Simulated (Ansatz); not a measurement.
A run for Ansatz (a program for electronic structure): U-PBE0/def2-TZVPP on BH2 (SMILES [BH2]), 2S+1 = 2.

Ansatz 0.2 input:
```yaml
crystal:
  periodic: [false, false, false]
  atoms:
    - {symbol: B, position_ang: [-0.00037373, 0.14628770, 0.00000000]}
    - {symbol: H, position_ang: [-1.07575714, -0.36486519, -0.00000000]}
    - {symbol: H, position_ang: [1.07760738, -0.35936380, -0.00000000]}
basis:
  gaussian:
    orbitals: def2-TZVPP
hamiltonian:
  xc: {name: PBE0}
magnetization: {spin_polarized: true, initial_magnetization: 1}
accuracy: high
phonons: {}
```

The head of its log:

```
WARN ansatz: RAYON_NUM_THREADS=2 ignored (pool sized by the plan → 2); use --threads N
Functional definition: PBE0
integrals: 0.03 GiB planned
944 factors; integrals over basis functions are off by at most 1.6e-9 eV
mean field: 0.17 GiB planned
mean field evaluation 1: about -704.2106 eV, gradient 7.7e0 eV
mean field evaluation 2: about -704.5671 eV, gradient 3.0e0 eV
```

### Question
Predict the final total energy.

### Answer
-25.8948 hartree.
